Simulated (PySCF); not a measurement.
SMILES [SiH3]C#C[SiH2]N, CAM-B3LYP/def2-SVP optimised geometry.

```
12

Si    -1.42    -3.46    -3.88
C     -0.88    -2.47    -2.43
C     -0.52    -1.82    -1.46
Si     0.02    -0.82     0.00
N     -0.53     0.82     0.00
H     -1.78    -2.55    -5.00
H     -0.31    -4.35    -4.31
H     -2.60    -4.28    -3.52
H     -0.53    -1.49     1.21
H      1.50    -0.82     0.00
H     -1.50     1.03     0.18
H     -0.12     1.49    -0.64
```

Density from CAM-B3LYP/def2-TZVP run with PySCF at that geometry.

Minimum of the electron density along straight lines between bonded atoms, close to the bond critical point (lines longer than 1.1 times the sum of covalent radii, or with two minima, are not listed):

```json
[
 {"bond": "Si1–C2", "length / Å": "1.835", "ρ at the minimum / e bohr⁻³": "0.119", "∇²ρ there / e bohr⁻⁵": "0.29", "position (fraction from the first atom)": "0.39"},
 {"bond": "C2–C3", "length / Å": "1.220", "ρ at the minimum / e bohr⁻³": "…", "∇²ρ there / e bohr⁻⁵": "…", "position (fraction from the first atom)": "0.50"},
 {"bond": "C3–Si4", "length / Å": "1.853", "ρ at the minimum / e bohr⁻³": "0.116", "∇²ρ there / e bohr⁻⁵": "0.27", "position (fraction from the first atom)": "0.61"},
 {"bond": "Si4–N5", "length / Å": "1.721", "ρ at the minimum / e bohr⁻³": "0.134", "∇²ρ there / e bohr⁻⁵": "…", "position (fraction from the first atom)": "0.40"},
 {"bond": "Si1–H6", "length / Å": "1.487", "ρ at the minimum / e bohr⁻³": "0.122", "∇²ρ there / e bohr⁻⁵": "0.14", "position (fraction from the first atom)": "0.49"},
 {"bond": "Si1–H7", "length / Å": "1.486", "ρ at the minimum / e bohr⁻³": "0.122", "∇²ρ there / e bohr⁻⁵": "0.14", "position (fraction from the first atom)": "0.49"},
 {"bond": "Si1–H8", "length / Å": "1.487", "ρ at the minimum / e bohr⁻³": "0.122", "∇²ρ there / e bohr⁻⁵": "0.14", "position (fraction from the first atom)": "0.49"},
 {"bond": "Si4–H9", "length / Å": "1.485", "ρ at the minimum / e bohr⁻³": "0.124", "∇²ρ there / e bohr⁻⁵": "0.13", "position (fraction from the first atom)": "0.49"},
 {"bond": "Si4–H10", "length / Å": "1.485", "ρ at the minimum / e bohr⁻³": "0.124", "∇²ρ there / e bohr⁻⁵": "0.13", "position (fraction from the first atom)": "0.49"},
 {"bond": "N5–H11", "length / Å": "1.014", "ρ at the minimum / e bohr⁻³": "0.330", "∇²ρ there / e bohr⁻⁵": "-1.60", "position (fraction from the first atom)": "0.74"},
 {"bond": "N5–H12", "length / Å": "1.014", "ρ at the minimum / e bohr⁻³": "0.330", "∇²ρ there / e bohr⁻⁵": "-1.60", "position (fraction from the first atom)": "0.74"}
]
```

Task: Complete the blanks.

Result: 
- C2–C3, ρ at the minimum / e bohr⁻³: 0.421
- C2–C3, ∇²ρ there / e bohr⁻⁵: -1.31
- Si4–N5, ∇²ρ there / e bohr⁻⁵: 0.55
